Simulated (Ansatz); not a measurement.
Bi(H)2(NMe2) (C2H8BiN), SMILES C[N](C)[BiH2].

Geometry: B3LYP-D3(BJ)/def2-SVP. The structure was generated by enumeration; whether it is a known compound was not checked. The def2 effective core potentials stand for the cores of Bi; spin–orbit coupling is left out.

Two levels are set side by side: PBE/def2-SVPD (Ansatz, a first-principles code) and CAM-B3LYP/def2-SVPD (Ansatz). Energy differences of separate SCF runs at the same geometry; the states with an electron removed or added have multiplicity 2 and 2. Differences are taken from unrounded values.

```
quantity                           CAM-B3LYP   PBE  PBE minus CAM-B3LYP
---------------------------------  ---------  ----  -------------------
vertical ionisation energy (eV)         7.83  7.76                -0.07
vertical singlet–triplet gap (eV)       3.50  3.45                -0.05
```

On these quantities the two levels nearly agree.
